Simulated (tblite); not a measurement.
C₇H₁₄Ge.
Numbering: `[CH2:1]=[CH:2][C@@H:3]1[CH2:4][CH2:5][CH2:6][Ge@H:7]1[CH3:8]` (hydrogens: H9, H10 on C1; H11 on C2; H12 on C3; H13, H14 on C4; H15, H16 on C5; H17, H18 on C6; H19 on Ge7; H20, H21, H22 on C8)

Structure used (GFN2-xTB), in Å, numbered top down from 1:
```xyz
22
C7H14Ge angstrom
C     -2.8084    1.4939    0.0830
C     -1.9644    0.6158    0.5974
C     -0.8397   -0.0071   -0.1381
C     -0.7505   -1.5220    0.0663
C      0.6309   -2.0108   -0.3640
C      1.6961   -1.2456    0.4198
Ge     0.9823    0.6184    0.4602
C      1.8510    1.8860   -0.7941
H     -2.7381    1.8087   -0.9459
H     -3.5993    1.9358    0.6646
H     -2.0581    0.3163    1.6348
H     -0.9383    0.2099   -1.2058
H     -1.5344   -2.0332   -0.4969
H     -0.8928   -1.7509    1.1258
H      0.7556   -1.8191   -1.4328
H      0.7223   -3.0876   -0.2058
H      1.7749   -1.6464    1.4303
H      2.6748   -1.3362   -0.0474
H      0.9770    1.2169    1.8578
H      1.9121    1.4413   -1.7837
H      2.8559    2.1285   -0.4625
H      1.2804    2.8069   -0.8646
```

Level: GFN2-xTB in tblite, geometry and Hessian alike; calculated harmonic values, unscaled, isolated species. Errors from tens to a few hundred cm⁻¹ against measured bands are possible. Modes of hydrogen on germanium can be 10 to 20 % off. One conformer, not necessarily the lowest.

Harmonic wavenumbers (cm⁻¹): 60.3, 69.0, 111.4, 120.5, 141.8, 208.8, 237.1, 287.7, 331.6, 406.6, 473.0, 543.3, 557.7, 575.3, 596.0, 620.3, 685.7, 743.5, 782.9, 813.2, 873.6, 884.1, 917.0, 960.4, 969.6, 1012.2, 1025.0, 1080.3, 1095.1, 1117.6, 1152.5, 1197.7, 1223.2, 1245.9, 1266.0, 1304.0, 1310.9, 1327.9, 1335.2, 1420.3, 1453.2, 1457.9, 1462.5, 1488.5, 1497.9, 1702.8, 1873.4, 2922.0, 2949.1, 2956.8, 2966.5, 2974.2, 2976.3, 2995.6, 3017.4, 3027.8, 3029.3, 3031.5, 3092.3, 3121.1.

A = 1814, B = 1271, C = 860.3 MHz; mass 172.031 u (most abundant isotopes); point group C1, symmetry number 1.

Task: What is the zero-point energy?

Result: ½Σν̃ = 40540 cm⁻¹ = 115.91 kcal/mol.

Task: Give the ideal-gas entropy at 298.15 K and 1 bar in the rigid-rotor, harmonic-oscillator model (classical rotation).

Result: Translation 41.36, rotation 29.47, vibration 30.88: S = 101.7 cal/(mol K).

Task: And Cp and H(298.15 K) − H(0)?

Result: Cp = 41.70 cal/(mol K), of which vibrations give 33.75 (their classical limit is 60 R = 119.2); H(298.15 K) − H(0) = 7.32 kcal/mol without the zero-point energy, 4.95 from vibrations.

Task: How do the functions run with temperature in this model?

Result: 
```
T (K)  S (cal/(mol K))  Cp (cal/(mol K))  H − H(0) (kcal/mol)  G − H(0) (kcal/mol)  ln q(vib)
  150             79.7              24.6                 2.44                -9.53       3.06
  250             94.9              35.9                 5.45               -18.28       5.84
  400            115.7              53.5                12.18               -34.08      10.06
  600            141.0              71.8                24.82               -59.80      15.71
  900            173.8              89.6                49.26              -107.18      23.86
```

q(vib) and H(0) count from the zero-point level.

Task: Which modes carry the vibrational entropy at 298.15 K?

Result: 60.3 cm⁻¹: 4.45; 69.0 cm⁻¹: 4.18; 111.4 cm⁻¹: 3.24; 120.5 cm⁻¹: 3.09; 141.8 cm⁻¹: 2.78; 208.8 cm⁻¹: 2.05 cal/(mol K); the other 54 give 11.09 together.

Hindered rotation and anharmonicity are outside this model. Other conformers, if any are populated, would add a mixing term that is left out. The structure is chiral; the term R ln 2 for an equal mix with its mirror image is left out.
